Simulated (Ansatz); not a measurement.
Reaction (formal exchange of groups at the Si–Si bond): `[SiH3][SiH](S)Br` + `C/N=C(/C)Cl` → `C/C(Cl)=N\[SiH3]` + `C[SiH](S)Br`

Gas-phase electronic energies from Ansatz, PBE0-D4/def2-TZVP geometries. CCSD(T)/CBS adds triple-zeta CCSD(T) − MP2 to the extrapolated MP2 energy (def2 sets, frozen cores). Double bonds are as drawn, so ΔE can hold a change between cis and trans. DFT in def2-TZVPP. For Br outer-core shells are correlated without core-valence functions, which leaves a few kJ/mol of doubt a bond. Scalar relativity is left out up to krypton. Each species was taken in one conformer, which may not be the lowest.

```csv
level,ΔE (kJ/mol),difference from CCSD(T)/CBS
LDA (SPW92),-78.5,20.5
BLYP-D4,-90.9,8.1
r2SCANh,-96.6,2.4
r2SCAN0,-98.7,0.3
LC-ωPBE,-96.1,2.9
RPA@PBE/def2-TZVPP,-93.6,5.4
HF/def2-SVP,-93.0,6.0
HF/def2-TZVPP,-112.6,-13.6
SCS-MP2/def2-TZVPP,-106.0,-7.0
HF/def2-QZVPP,-114.2,-15.2
CCSD(T)/CBS,-99.0,0
```

Question: What do rigid-rotor, harmonic-oscillator terms from PBE0-D4/def2-TZVP frequencies (298.15 K, 1 bar) make of the CCSD(T)/CBS value? (Best estimate.)

Answer: Computed: ΔZPE = -2.1 kJ/mol, ΔH = -101.7 kJ/mol, ΔS = -8 J/(mol·K), ΔG = -99.4 kJ/mol.

Largest T1 diagnostic among the species: 0.012.

In def2-TZVPP, CCSD(T) changes the Hartree–Fock value by +15.3 kJ/mol (the triples alone add +2.6 kJ/mol) and MP2 by +4.7 kJ/mol. At CCSD(T), def2-SVP lies +25.2 kJ/mol from the extrapolated value and def2-TZVPP +1.7 kJ/mol. From BLYP to BHLYP (50 % exact exchange), in def2-TZVPP and without D4, ΔE moves by −15.2 kJ/mol.

CCSD(T)/CBS has its own doubt, a few kJ/mol and more with outer-core shells, so smaller differences from it don't rank the levels.
